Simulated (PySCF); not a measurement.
## N²⁺ (nitrogen, charge +2): PBE0 calculation

Configuration: [He] 2s2 2p1, 2P determinant. Computed with PySCF 2.14 in aug-cc-pV5Z, with no relativity, point nucleus.

| Property | Result |
| --- | --- |
| Total energy | -52.9068 hartree |
| One-electron energy | -65.5058 hartree |
| Hartree (Coulomb) energy | 18.3922 hartree |
| Exchange-correlation energy | -5.7932 hartree |
| Kinetic energy | 52.78800 hartree |
| ⟨S²⟩ | 0.7518 |
| ⟨L²⟩ | 2.005 |
| Sum of ⟨r⟩ | 3.928 bohr |
| Sum of ⟨r²⟩ | 4.957 bohr² |
| Traceless quadrupole moment −½Σ⟨3z² − r²⟩ along its main axis | -0.599 e·bohr² |
| Density at the nucleus (Gaussians lack the cusp) | 207 bohr⁻³ |
| Spin density at the nucleus | -0.0486 bohr⁻³ |
| Langevin diamagnetic susceptibility | -3.93 ×10⁻⁶ cm³/mol |

```json
{"shell": "1s α", "electrons": "1", "mean orbital energy (hartree)": "-15.96769", "rms radius, mean of both spins (bohr)": "0.266"}
{"shell": "1s β", "electrons": "1", "mean orbital energy (hartree)": "-15.93749", "rms radius, mean of both spins (bohr)": "0.266"}
{"shell": "2s α", "electrons": "1", "mean orbital energy (hartree)": "-1.91777", "rms radius, mean of both spins (bohr)": "1.28"}
{"shell": "2s β", "electrons": "1", "mean orbital energy (hartree)": "-1.82660", "rms radius, mean of both spins (bohr)": "1.28"}
{"shell": "2p α", "electrons": "1", "mean orbital energy (hartree)": "-1.51644", "rms radius, mean of both spins (bohr)": "1.24"}
```
